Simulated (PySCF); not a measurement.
## How methods differ on the excitation energy of Pd⁺

Pd⁺ [Kr] 4d9 (2D) → Pd⁺ [Kr] 4d8 5s1 (4F), as a difference of total energies. All numbers are calculated (PySCF 2.14, a scalar-relativistic core potential, in def2-TZVPPD with the def2 core potential (28 electrons) (6s4p3d2f1g, 56 functions)). Correlated levels: valence: 4s2 4p6 frozen. The calculations carry no spin-orbit coupling.

| method | excitation energy (eV) |
| --- | --- |
| UHF | 2.348 |
| MP2 (valence) | 3.341 |
| SCS-MP2 (valence) | 3.445 |
| CCSD (valence) | 3.141 |
| CCSD(T) (valence) | 3.191 |

Errors of the correlated levels include the incompleteness of this basis and the frozen core.

Q: Which method comes closest to the reference value, and which is furthest?

A: The reference is 3.194 eV (measured; NIST levels, between the centres of gravity of the two terms). Closest: CCSD(T) (valence) (error -0.003 eV); furthest: UHF (error -0.846 eV).
